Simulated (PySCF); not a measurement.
Structure problem from calculated spectra and properties.

Elements present: C, H, O and Si. Monoisotopic mass: 104.0294 u.

| Property | Result |
| --- | --- |
| 13C NMR | chemical shifts (computed TMS as zero) by class: 186.7 (1 C), 23.4 (1 C), -3.2 (1 C) ppm [GIAO CAM-B3LYP/pcSseg-2] |
| Rotational structure | rotational constants A, B, C: 5.913, 1.763, 1.560 GHz [PBE0-D3(BJ)/def2-SVP] |
| XPS | Si2p3/2 107.4, C1s 290.4, C1s 291.3, C1s 294.7, O1s 537.7, O1s 538.8, Si1s 1847.3 eV [ΔSCF SCAN, pcX-2 on the ionised atom, pcseg-1 elsewhere, spin-free X2C, 2p3/2 from a spin–orbit splitting computed afterwards within the 2p shell] |
| Polarisability | 68.8 au [CAM-B3LYP/def2-SVPD] |
| UV, strongest line | among the 10 lowest singlet transitions: S3 at 8.04 eV (154 nm, f = 0.101) [TDDFT CAM-B3LYP/def2-SVPD] |
| Dipole | 1.54 D [CAM-B3LYP/def2-SVPD] |

Electronic properties: PySCF, gas phase, density fitting. Levels stand in brackets. The structure is a single PBE0-D3(BJ)/def2-SVP conformer in the gas phase; no vibrational or solvent corrections. Each NMR value is the plain mean over a class of atoms that symmetry, rotation or inversion makes alike.

Question: Which formula fits the mass and the elements?

Answer: C3H8O2Si (calculated 104.0294). No other formula that holds each of these elements comes within 0.0003 u with a fitting electron parity and a possible valence count.

Question: Give a SMILES that accounts for the data.

Answer: Numbering: `[CH3:1][SiH2:2][O:3][C:4]([CH3:5])=[O:6]`. Its formula, C3H8O2Si, gives 1 degree of unsaturation: 0 rings and 1 π bond in the structure found. 3 carbons fall into 3 classes; from least to most shielded: carbonyl carbon [C4] (186.7 ppm), methyl carbon next to a carbonyl [C5] (23.4 ppm), Si-methyl carbon [C1] (-3.2 ppm). The core levels belong to: Si2p3/2 107.4 eV, oxygen-bound silicon [Si2]; C1s 290.4 eV, Si-methyl carbon [C1]; C1s 291.3 eV, methyl carbon next to a carbonyl [C5]; C1s 294.7 eV, carbonyl carbon [C4]; O1s 537.7 eV, carbonyl oxygen [O6]; O1s 538.8 eV, oxygen singly bound to a carbonyl carbon [O3]; Si1s 1847.3 eV, oxygen-bound silicon [Si2]. The optimised geometry has point group C1 and is an asymmetric top. Structure: `C[SiH2]OC(C)=O`. Computed isomers that give other values at the same levels: `O=C(O)CC[SiH3]` (smallest rotational constant: 1.389 GHz; this holds for the one conformer computed); `C=CC[SiH](O)O` (rotational constant A: 4.407 GHz; this holds for the one conformer computed); `COC[SiH2]C=O` (rotational constant A: 6.689 GHz; this holds for the one conformer computed). The assignments are read from this structure; whether some other isomer fits the data as well wasn't checked.

The values belong to the conformer `[CH3:1][SiH2:2][O:3][C:4]([CH3:5])=[O:6]`: C1–Si2–O3–C4 65°, Si2–O3–C4–C5 179°.
